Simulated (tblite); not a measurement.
A geometry optimisation, step by step.

Compound: C₆H₁₂BBr.
SMILES with atom numbers: `[CH3:1][B:2]1[CH2:3][CH2:4][CH2:5][C@@H:6]([Br:7])[CH2:8]1` (hydrogens: H9, H10, H11 on C1; H12, H13 on C3; H14, H15 on C4; H16, H17 on C5; H18 on C6; H19, H20 on C8)

Computed with GFN2-xTB (tblite), gas phase: L-BFGS steps from a force-field or distance-geometry start until the largest atomic force falls under 0.01 eV/Å. 4 of its 74 geometries are shown.

Step 0: E = -660.6748 eV, largest atomic force 1.271 eV/Å
```
atom  x, y, z in Å  |  force x, y, z in eV/Å
C1     -2.547   -0.212    0.088   -0.196   0.376  -0.371
B2     -1.038   -0.163   -0.380    0.442  -0.297   0.610
C3     -0.091   -1.459   -0.248   -1.232   0.257  -0.177
C4      1.123   -1.131    0.611    0.373  -0.412   0.650
C5      1.862    0.127    0.152    0.214   0.331  -0.272
C6      0.940    1.367    0.192   -0.116  -0.885   0.395
Br7     1.944    2.942   -0.358    0.225   0.281   0.051
C8     -0.284    1.210   -0.702   -0.647  -0.197  -0.136
H9     -2.609   -0.557    1.143   -0.100   0.148  -0.807
H10    -3.016    0.797    0.013    0.096  -0.882   0.154
H11    -3.118   -0.916   -0.562    0.256   0.475   0.700
H12    -0.673   -2.304    0.191    0.655   0.380  -0.348
H13     0.230   -1.744   -1.260    0.051  -0.130   0.294
H14     0.810   -1.008    1.675    0.124  -0.008  -0.646
H15     1.821   -1.992    0.587   -0.173   0.407   0.056
H16     2.739    0.298    0.817   -0.464  -0.065  -0.433
H17     2.238   -0.022   -0.888   -0.222   0.132   0.644
H18     0.614    1.530    1.244    0.232   0.087  -0.568
H19     0.023    1.183   -1.766   -0.043   0.206   0.432
H20    -0.976    2.064   -0.554    0.525  -0.201  -0.227
```

Step 24: E = -660.8736 eV, largest atomic force 0.053 eV/Å
```
atom  x, y, z in Å  |  force x, y, z in eV/Å
C1     -2.574   -0.207    0.061   -0.009  -0.011  -0.014
B2     -1.046   -0.153   -0.295   -0.027   0.003   0.023
C3     -0.116   -1.428   -0.221   -0.020   0.005  -0.020
C4      1.133   -1.128    0.623    0.007   0.012   0.025
C5      1.858    0.121    0.126    0.011   0.015  -0.009
C6      0.947    1.333    0.207    0.028   0.016   0.002
Br7     1.986    2.950   -0.323   -0.008  -0.010   0.000
C8     -0.291    1.194   -0.664    0.003  -0.001   0.009
H9     -2.693   -0.551    1.090   -0.003   0.033  -0.025
H10    -3.095    0.744   -0.033    0.008  -0.037  -0.003
H11    -3.101   -0.940   -0.548    0.007   0.008  -0.010
H12    -0.610   -2.319    0.169    0.017   0.001   0.019
H13     0.224   -1.678   -1.230   -0.012  -0.041  -0.025
H14     0.832   -0.976    1.661    0.000   0.000   0.053
H15     1.820   -1.976    0.599    0.012  -0.008  -0.016
H16     2.753    0.291    0.730   -0.005  -0.007  -0.005
H17     2.176   -0.024   -0.910   -0.001  -0.008  -0.008
H18     0.665    1.534    1.243    0.008  -0.004   0.000
H19     0.033    1.132   -1.708   -0.020   0.032  -0.010
H20    -0.907    2.091   -0.578    0.005   0.001   0.017
```

Step 49: E = -660.9170 eV, largest atomic force 0.074 eV/Å
```
atom  x, y, z in Å  |  force x, y, z in eV/Å
C1     -2.623   -0.267   -0.212    0.012   0.003   0.007
B2     -1.058   -0.125   -0.184    0.038  -0.027  -0.014
C3     -0.147   -1.402   -0.011   -0.021  -0.002  -0.003
C4      1.214   -1.120    0.633    0.016   0.009  -0.008
C5      1.889    0.093   -0.003    0.011   0.031  -0.023
C6      1.046    1.331    0.245    0.022   0.029   0.001
Br7     2.042    2.927   -0.418   -0.028  -0.004   0.010
C8     -0.331    1.267   -0.394   -0.010  -0.023   0.017
H9     -2.965   -0.391    0.816   -0.032   0.016   0.019
H10    -3.158    0.586   -0.621    0.028   0.007  -0.016
H11    -2.949   -1.162   -0.738   -0.001   0.025  -0.004
H12    -0.644   -2.211    0.529    0.011  -0.004   0.032
H13     0.027   -1.797   -1.019    0.019   0.008  -0.008
H14     1.082   -0.917    1.699   -0.040  -0.059   0.018
H15     1.865   -1.991    0.540    0.030   0.003   0.001
H16     2.881    0.236    0.436   -0.009  -0.024  -0.024
H17     2.016   -0.061   -1.077   -0.026  -0.017  -0.014
H18     0.961    1.505    1.320   -0.025   0.033   0.009
H19    -0.226    1.387   -1.479    0.019  -0.019  -0.008
H20    -0.926    2.121   -0.064   -0.017   0.015   0.007
```

Step 73: E = -660.9234 eV, largest atomic force 0.010 eV/Å
```
atom  x, y, z in Å  |  force x, y, z in eV/Å
C1     -2.618   -0.256   -0.251   -0.002   0.003   0.005
B2     -1.052   -0.143   -0.161    0.001   0.000   0.005
C3     -0.141   -1.417    0.026   -0.006  -0.005  -0.005
C4      1.237   -1.124    0.632   -0.002   0.000  -0.002
C5      1.881    0.097   -0.024    0.000   0.005   0.001
C6      1.046    1.331    0.262    0.002   0.002   0.003
Br7     2.011    2.939   -0.414    0.001   0.001   0.007
C8     -0.341    1.259   -0.351    0.002  -0.001  -0.006
H9     -3.023   -0.311    0.761    0.004   0.000  -0.001
H10    -3.095    0.596   -0.729    0.002  -0.007  -0.007
H11    -2.950   -1.161   -0.754    0.003  -0.003   0.006
H12    -0.625   -2.212    0.597   -0.003   0.003   0.004
H13     0.012   -1.833   -0.977   -0.008  -0.002  -0.005
H14     1.128   -0.936    1.704    0.002   0.000  -0.003
H15     1.897   -1.986    0.515   -0.001   0.002   0.000
H16     2.893    0.234    0.366   -0.005   0.001  -0.006
H17     1.953   -0.057   -1.104    0.001   0.003   0.007
H18     0.982    1.501    1.339    0.001   0.000   0.004
H19    -0.253    1.391   -1.437    0.003  -0.001  -0.007
H20    -0.945    2.100   -0.003    0.005  -0.002   0.000
```

Task: Summarise the path.

Result: The energy falls by 5.73 kcal/mol from step 0 to step 73; nine tenths of that is first reached at step 39. It rises by more than 0.2 meV at step 42. The largest force goes from 1.271 to 0.010 eV/Å. Among the bonds C6–Br7 changes most, from 1.947 to 1.994 Å; the atoms move by 0.388 Å rms after alignment.

What follows is the cost of the whole relaxation. The run took 0.97 s on an Arm Neoverse N1 with one thread, no GPU, shared host with 64 logical CPUs at a one-minute load of 60.
